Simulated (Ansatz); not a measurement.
`CN(C)c1ccc(-c2ccc(-c3ccc(C#N)cc3)cc2)cc1`. Charge 0, multiplicity 3. Geometry PBE-D4/def2-SVP, that of the neutral singlet; atoms count from 1.

```xyz
41

C    -1.9796    0.5163    6.3277
N    -2.5566   -0.2041    5.2113
C    -3.7530   -0.9988    5.4009
C    -1.9504   -0.1552    3.9707
C    -2.4948   -0.8422    2.8486
C    -1.8734   -0.7879    1.6009
C    -0.6867   -0.0509    1.3820
C    -0.0380    0.0020    0.0559
C    -0.1350   -1.0747   -0.8583
C     0.4819   -1.0265   -2.1104
C     1.2273    0.1035   -2.5191
C     1.8817    0.1552   -3.8450
C     2.0307    1.3794   -4.5409
C     2.6487    1.4355   -5.7910
C     3.1443    0.2543   -6.3925
C     3.7804    0.3044   -7.6749
N     4.3016    0.3468   -8.7270
C     3.0015   -0.9771   -5.7102
C     2.3812   -1.0182   -4.4607
C     1.3238    1.1820   -1.6095
C     0.7096    1.1314   -0.3563
C    -0.1510    0.6308    2.4990
C    -0.7524    0.5841    3.7568
H    -2.6152    0.3796    7.2214
H    -1.9079    1.6099    6.1274
H    -0.9554    0.1561    6.5814
H    -4.0769   -0.9293    6.4553
H    -4.5971   -0.6479    4.7637
H    -3.5838   -2.0752    5.1673
H    -3.4249   -1.4165    2.9468
H    -2.3478   -1.3128    0.7579
H    -0.6920   -1.9790   -0.5715
H     0.3660   -1.8789   -2.7969
H     1.6278    2.3036   -4.1013
H     2.7471    2.3943   -6.3202
H     3.3929   -1.8973   -6.1675
H     2.3057   -1.9799   -3.9322
H     1.9108    2.0721   -1.8823
H     0.7949    1.9980    0.3161
H     0.7885    1.1934    2.3900
H    -0.2744    1.1199    4.5868
```

Single mean-field runs in def2-TZVP are fitted with def2-universal-jkfit. At PBE0-D4/def2-TZVP a singlet of charge 0 lies 2.81 eV below the triplet at the same geometry.

Q: Estimate the Mulliken populations of the heavy atoms from the PBE0/def2-TZVP orbitals of Ansatz.

A: 
| atom | charge (e) | spin (α − β) |
| --- | --- | --- |
| C1 | -0.35 | -0.02 |
| N2 | 0.02 | 0.17 |
| C3 | -0.35 | -0.02 |
| C4 | 0.23 | 0.17 |
| C5 | -0.23 | -0.02 |
| C6 | -0.22 | 0.12 |
| C7 | 0.15 | 0.10 |
| C8 | 0.18 | 0.32 |
| C9 | -0.21 | 0.09 |
| C10 | -0.23 | 0.04 |
| C11 | 0.19 | 0.35 |
| C12 | 0.14 | 0.02 |
| C13 | -0.19 | 0.13 |
| C14 | -0.22 | -0.05 |
| C15 | 0.30 | 0.22 |
| C16 | -0.27 | -0.06 |
| N17 | -0.05 | 0.12 |
| C18 | -0.22 | -0.05 |
| C19 | -0.19 | 0.13 |
| C20 | -0.23 | 0.04 |
| C21 | -0.21 | 0.09 |
| C22 | -0.22 | 0.12 |
| C23 | -0.23 | -0.02 |
Mulliken values and Mayer orders depend strongly on the basis.

Q: Where does the spin sit?

A: Summed by element: C 1.70, N 0.29, H 0.01, of 2 unpaired in all. Largest on single atoms: C11 0.35, C8 0.32, C15 0.22.

Q: And the Mayer bond orders between bonded heavy atoms (over 0.3)?

A: C1–N2 0.96 (1.45 Å); N2–C3 0.96 (1.45 Å); N2–C4 1.27 (1.38 Å); C4–C5 1.22 (1.42 Å); C4–C23 1.22 (1.42 Å); C5–C6 1.60 (1.39 Å); C6–C7 1.26 (1.41 Å); C7–C8 1.08 (1.48 Å); C7–C22 1.26 (1.41 Å); C8–C9 1.17 (1.42 Å); C8–C21 1.17 (1.42 Å); C9–C10 1.64 (1.40 Å); C10–C11 1.19 (1.41 Å); C11–C12 1.05 (1.48 Å); C11–C20 1.19 (1.41 Å); C12–C13 1.26 (1.42 Å); C12–C19 1.26 (1.42 Å); C13–C14 1.53 (1.40 Å); C14–C15 1.27 (1.42 Å); C15–C16 0.95 (1.43 Å); C15–C18 1.27 (1.42 Å); C16–N17 3.04 (1.17 Å); C18–C19 1.53 (1.40 Å); C20–C21 1.64 (1.40 Å); C22–C23 1.60 (1.39 Å).
